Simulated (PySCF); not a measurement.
From one molecule to another.

First species: C₅H₁₀ClNSi₂.
InChI=1S/C5H10ClNSi2/c1-2-5(9,3-7)4(6)8/h2,4H,1H2,8-9H3/t4-,5+/m0/s1

Second species: C₆H₁₃NOSi.
SMILES: `C=N[SiH2][C@@H](C)CC(C)=O`

Levels: PBE0/pcSseg-1 for dipole moment, HOMO energy, LUMO energy and HOMO–LUMO gap; GFN2-xTB for rotational constant A and rotational constant C. Geometries: GFN2-xTB. Each species is one conformer at its optimised geometry, gas phase, non-relativistic unless stated. Electronic properties by PySCF.

The conformers computed, where there is a choice (atom-mapped SMILES and torsion angles):
- `[CH2:1]=[CH:2][C@@:3]([SiH3:4])([C:5]#[N:6])[C@H:7]([SiH3:8])[Cl:9]`: C1–C2–C3–Si4 -93°, C2–C3–C7–Si8 -158°
- `[CH2:1]=[N:2][SiH2:3][C@@H:4]([CH3:5])[CH2:6][C:7]([CH3:8])=[O:9]`: C1–N2–Si3–C4 -120°, N2–Si3–C4–C5 101°, Si3–C4–C6–C7 -48°, C4–C6–C7–C8 -153°

Q: Which of the two has the higher HOMO energy, and by how much?

A: The second: -6.37 eV against -7.89 eV, a difference of 1.52 eV.

Q: Which of the two has the higher dipole moment, and by how much?

A: The second: 2.89 D against 2.25 D, a difference of 0.64 D.

Q: Which of the two has the higher rotational constant C, and by how much?

A: The first: 0.691 GHz against 0.673 GHz, a difference of 0.018 GHz.

Q: Which has the higher LUMO energy?

A: The first: -0.64 eV against -0.74 eV, a difference of 0.10 eV.

Q: Which has the higher HOMO–LUMO gap?

A: The first: 7.25 eV against 5.63 eV, a difference of 1.62 eV.

Q: Which of the two has the higher rotational constant A, and by how much?

A: The second: 2.995 GHz against 1.176 GHz, a difference of 1.819 GHz.

On the first: The dipole matches unit charges of opposite sign 0.47 Å apart (1 e·Å = 4.8032 D).

On the second: In atomic units the dipole is 1.14 e·bohr (1 au = 2.5417 D).
